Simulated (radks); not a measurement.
The numbers below are computed, except where a source is named.
Question: Valence configurations of S III (all share [Ne]). Level of theory: non-relativistic Kohn-Sham, PBE, spin-polarised, spherical densities, point nucleus; open shells are filled with parallel spins first (a radial shooting solver on a logarithmic mesh with Libxc functionals). Order these by energy: 3s2 3p2; 3s1 3p3; 3s1.5 3p2.5; 3p4; 3s0.5 3p3.5.

Answer: From the lowest, in eV above it: 3s2 3p2 0.000; 3s1.5 3p2.5 3.924; 3s1 3p3 7.142; 3s0.5 3p3.5 15.267; 3p4 22.653. NIST lists [Ne] 3s2 3p2 as the ground configuration; this level of theory agrees among the configurations tried. The energies are those of spherical high-spin densities, not of single terms.
